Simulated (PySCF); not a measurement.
**Ionisation energy of C²⁺ by level of theory**

C²⁺ [He] 2s2 (1S) → C³⁺ [He] 2s1 (2S), as a difference of total energies. Computed with PySCF 2.14 in aug-cc-pwCVTZ (7s6p4d2f, 59 functions), with the non-relativistic Hamiltonian (point nucleus). Correlated levels: valence and next inner shell: nothing frozen. The calculations carry no spin-orbit coupling.

Task: Order these methods by the ionisation energy they give, lowest first.
A. CCSD (valence and next inner shell)
B. UHF
C. MP2 (valence and next inner shell)
D. SCS-MP2 (valence and next inner shell)

Result: B (45.780 eV), C (47.065 eV), D (47.299 eV), A (47.816 eV).

Errors of the correlated levels include the incompleteness of this basis.

The coupled-cluster amplitudes are large for C²⁺ (T1 above 0.03 or a double amplitude above 0.15), so a single reference is strained.

For comparison: 47.888 eV (measured; NIST Atomic Spectra Database, ionization energies).
